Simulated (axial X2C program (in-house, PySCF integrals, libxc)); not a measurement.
# Spin–orbit effects down a group: molecules with Mg (ions), MP2

Computed with an in-house relativistic program for diatomic molecules, spin-free (one-electron X2C) or two-component (2c: spin–orbit coupling with atomic mean-field Coulomb and Gaunt terms, which also bring small scalar terms), in Dyall basis sets with cores contracted in-house; open shells are unrestricted.

Basis sets: Br dyall-acv3z, Cl dyall-av3z, F dyall-av3z, I dyall-acv3z, Mg dyall-av3z. Frozen shells (counts by l): MgF⁻ Mg 2s1p, F 1s, 10 electrons correlated; MgCl⁻ Cl 2s1p, Mg 2s1p, 10 electrons correlated; MgBr⁻ Br 3s2p1d, Mg 2s1p, 10 electrons correlated; MgI⁻ I 4s3p2d, Mg 2s1p, 10 electrons correlated. Where the outer core of a metal is frozen, bonds come out longer and ionisation energies lower.

| molecule | spin-free state | Re (Å) | ωe (cm⁻¹) | De (eV) | 2c state | Re 2c (Å) | ωe 2c (cm⁻¹) | De 2c (eV) |
| --- | --- | --- | --- | --- | --- | --- | --- | --- |
| MgF⁻ | M_S = 0, Λ = 0 | 1.836 | 570.2 | 2.54 | Ω = 0 | 1.836 | 570.0 | 2.54 |
| MgCl⁻ | ? | ? | ? | ? | ? | ? | ? | ? |
| MgBr⁻ | M_S = 0, Λ = 0 | 2.576 | 229.3 | 1.04 | Ω = 0 | 2.577 | 229.0 | 1.04 |
| MgI⁻ | M_S = 0, Λ = 0 | 2.899 | 169.0 | 0.74 | Ω = 0 | 2.902 | 168.2 | 0.74 |

**Question.** Estimate the 2c Re and ωe of MgCl⁻ as the mean of its neighbours in the table.

**Answer.** Re ≈ 2.207 Å, ωe ≈ 399.5 cm⁻¹. The MP2 runs give the row below, so the estimate misses by -0.170 Å and 90.6 cm⁻¹.

```csv
molecule,spin-free state,Re (Å),ωe (cm⁻¹),De (eV),2c state,Re 2c (Å),ωe 2c (cm⁻¹),De 2c (eV)
MgCl⁻,"M_S = 0, Λ = 0",2.377,309.0,1.30,Ω = 0,2.377,308.9,1.30
```

Fragments in 2c: Mg + F-, Cl- + Mg, Br- + Mg, I- + Mg. Each entry is the lowest single determinant of a limited PBE0 search at one distance. De goes to single-determinant-based atoms at the same level (for ions the charge split of lowest energy) and is withheld (n/a) where an atom does not fit its ground term or J level. Main or longest-lived isotopes.
